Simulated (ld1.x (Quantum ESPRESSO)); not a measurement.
# u(r) = r·R(r): atom against pseudo-atom (arsenic (As))

Columns: radius, all-electron u(r) and pseudo u(r) of the 3p shell (level -138.06 eV) of arsenic in the configuration [Ne] 3s2 3p6 3d10 4s2 4p2.5; LDA (PZ), scalar-relativistic, PAW scheme, ld1.x (Quantum ESPRESSO) 7.5.

```json
{"r (bohr)": "0.085", "all-electron": "0.6988", "pseudo": "-0.0714"}
{"r (bohr)": "0.170", "all-electron": "0.4536", "pseudo": "-0.2681"}
{"r (bohr)": "0.255", "all-electron": "-0.2940", "pseudo": "-0.5424"}
{"r (bohr)": "0.340", "all-electron": "-0.9198", "pseudo": "-0.8300"}
{"r (bohr)": "0.425", "all-electron": "-1.2657", "pseudo": "-1.0681"}
{"r (bohr)": "0.510", "all-electron": "-1.3744", "pseudo": "-1.2118"}
{"r (bohr)": "0.595", "all-electron": "-1.3309", "pseudo": "-1.2444"}
{"r (bohr)": "0.680", "all-electron": "-1.2069", "pseudo": "-1.1783"}
{"r (bohr)": "0.765", "all-electron": "-1.0500", "pseudo": "-1.0466"}
{"r (bohr)": "0.850", "all-electron": "-0.8884", "pseudo": "-0.8891"}
{"r (bohr)": "0.935", "all-electron": "-0.7369", "pseudo": "-0.7369"}
{"r (bohr)": "1.020", "all-electron": "-0.6025", "pseudo": "-0.6025"}
{"r (bohr)": "1.105", "all-electron": "-0.4873", "pseudo": "-0.4873"}
{"r (bohr)": "1.190", "all-electron": "-0.3907", "pseudo": "-0.3907"}
{"r (bohr)": "1.275", "all-electron": "-0.3112", "pseudo": "-0.3112"}
{"r (bohr)": "1.360", "all-electron": "-0.2466", "pseudo": "-0.2466"}
{"r (bohr)": "1.445", "all-electron": "-0.1945", "pseudo": "-0.1945"}
{"r (bohr)": "1.530", "all-electron": "-0.1529", "pseudo": "-0.1529"}
{"r (bohr)": "1.615", "all-electron": "-0.1198", "pseudo": "-0.1198"}
{"r (bohr)": "1.700", "all-electron": "-0.0937", "pseudo": "-0.0937"}
{"r (bohr)": "1.785", "all-electron": "-0.0730", "pseudo": "-0.0730"}
{"r (bohr)": "1.870", "all-electron": "-0.0569", "pseudo": "-0.0569"}
{"r (bohr)": "1.955", "all-electron": "-0.0442", "pseudo": "-0.0442"}
{"r (bohr)": "2.040", "all-electron": "-0.0343", "pseudo": "-0.0343"}
{"r (bohr)": "2.125", "all-electron": "-0.0266", "pseudo": "-0.0266"}
{"r (bohr)": "2.210", "all-electron": "-0.0206", "pseudo": "-0.0206"}
```

(1) How many radial nodes do the two functions have?

(2) At about which radius was the pseudo-wave matched?

(3) Where does each function peak?

(4) Is the pseudo-wave norm-conserving?

Answers

(1) The all-electron 3p function has n − l − 1 = 1; the pseudo-wave has 0, since the states of the same l below it are removed with the core.

(2) 0.95 bohr, where the columns begin to agree (steps of 0.09 bohr).

(3) Outermost all-electron maximum near 0.51 bohr, pseudo maximum near 0.59 bohr (to the table’s step).

(4) No, it belongs to a PAW set: the norm inside the radius is not constrained, and the difference is carried by the augmentation charge.
